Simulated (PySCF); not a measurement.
Simulated C 1s region for `[Se]=[PH]1CCCCCC1`, binding energy against the vacuum level.

Every computed line was given a Gaussian of 0.8 eV full width at half maximum and an area set by the number of equivalent atoms; the highest printed point is 100. Computed with PySCF 2.14.0, delta-SCF UKS SCAN, pcX-2 on the ionised atom, pcseg-1 elsewhere, spin-free X2C.

binding energy (eV), intensity and a bar:
```
    289.5          0 
    289.6          0 
    289.7          1 
    289.8          2 #
    289.9          5 #
    290.0          9 ###
    290.1         17 #####
    290.2         28 ########
    290.3         43 #############
    290.4         60 ##################
    290.5         77 #######################
    290.6         92 ###########################
    290.7        100 ##############################
    290.8        100 ##############################
    290.9         92 ############################
    291.0         78 #######################
    291.1         60 ##################
    291.2         43 #############
    291.3         28 ########
    291.4         17 #####
    291.5          9 ###
    291.6          5 #
    291.7          2 #
    291.8          1 
    291.9          0 
    292.0          0
```

Problem. Count the maxima, the lines and the sites behind this envelope.

Solution. The curve has 1 maximum (at 290.7 eV). Under it lie 3 lines from 3 inequivalent carbon sites. At this width some lines have no maximum of their own.

Problem. Decompose the envelope and assign each component. Numbering: `[Se:1]=[PH:2]1[CH2:3][CH2:4][CH2:5][CH2:6][CH2:7][CH2:8]1`.

Solution. 
```csv
position (eV),relative area,line,atoms,environment
290.68,2,C 1s,C3/C8,sp3 carbon bound to phosphorus
290.76,2,C 1s,C5/C6,ring CH2 carbon
290.81,2,C 1s,C4/C7,ring CH2 carbon
```

The 3 C 1s values lie within 0.13 eV of each other; Gaussian lines of 0.5 eV full width would blend them into one maximum.

No satellites, vibrations or lifetime broadening are included. One atom of each set of topologically equivalent atoms was ionised and stands for the set; in this conformer not all members are related by symmetry, and their own values weren't computed. Geometry: PBE0-D3(BJ)/def2-SVP, one conformer, isolated molecule.
